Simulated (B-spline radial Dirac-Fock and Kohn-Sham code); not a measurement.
Muonic X-ray lines of ⁷⁴Ge

Nucleus: ⁷⁴Ge, Gaussian distribution, rms radius 4.0742 fm (measured, Angeli and Marinova 2013).

Input of the calculation (task.json; shells as n, l, electrons):

```json
{"items": [{
  "Z": 32,
  "q": 0,
  "cfg": [[1, 0, 2], [2, 0, 2], [2, 1, 6], [3, 0, 2], [3, 1, 6], [3, 2, 10], [4, 0, 2], [4, 1, 2]],
  "A": 74,
  "rrms": 4.0742,
  "do": "muonic",
  "nuclei": [[74, 73.921178, 4.0742, "measured", "gauss"]]
}]}
```

Launch: `python xray2_run.py task.json out`

Calculated with a B-spline atomic structure program, using the Dirac equation of a negative muon with reduced mass in the field of a spherical finite nucleus, with the Uehling potential to all orders; nuclear polarisation, deformation, hyperfine structure, self-energy, higher-order vacuum polarisation, relativistic recoil and electron screening are left out.

```
    transition  energy (keV)  point nucleus, no QED (keV)
 2p3/2 → 1s1/2          1781                         2195
 2p1/2 → 1s1/2          1772                         2185
 3p3/2 → 1s1/2          2183                         2596
 3d5/2 → 2p3/2         403.0                        401.5
 3d3/2 → 2p1/2         411.2                        410.6
 4f7/2 → 3d5/2         140.7                        140.2
 4f5/2 → 3d3/2         141.5                        140.9
 5g9/2 → 4f7/2         64.96                        64.81
6h11/2 → 5g9/2         35.23                        35.19
```

The 2p fine-structure splitting is 9.173 keV, and 2s lies 56.31 keV above 2p1/2.
